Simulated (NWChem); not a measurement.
C2H2N3, doublet; SMILES C1[N]N=CN=1

```xyz
7

C      0.3105    -1.0395     0.0000
N      1.1910    -0.0478     0.0000
C      0.3929     1.0118     0.0000
N     -0.9792     0.6754     0.0000
N     -1.0305    -0.5933     0.0000
H      0.5618    -2.1018     0.0000
H      0.7292     2.0503     0.0000
```
Atoms are numbered in this order, from 1.

Level: PBE0/def2-SVP, spin-unrestricted (NWChem), optimised geometry, unscaled harmonic frequencies. In the optimisation the excess spin sits in a" (Cs, its own frame).

| frequency (cm⁻¹) | IR intensity (km/mol) |
|---|---|
| 519 | 54.8 |
| 561 | 0.0 |
| 761 | 0.5 |
| 780 | 2.7 |
| 886 | 0.0 |
| 968 | 4.9 |
| 1004 | 0.1 |
| 1049 | 36.6 |
| 1209 | 13.8 |
| 1246 | 102.3 |
| 1292 | 0.2 |
| 1456 | 1.8 |
| 1570 | 26.6 |
| 3270 | 0.5 |
| 3274 | 0.6 |

| Property | Result |
|---|---|
| zero-point energy | 28.4 kcal/mol |
| thermal correction to the enthalpy at 298.15 K (with zero-point energy) | 31.2 kcal/mol |
| heat capacity Cv | 12.0 cal/(mol K) |
| entropy at 298.15 K and 1 atm (symmetry number 2, electronic part: spin degeneracy alone) | 64.5 cal/(mol K) |
| dipole moment | 1.57 D |

Rigid rotor and harmonic oscillator.
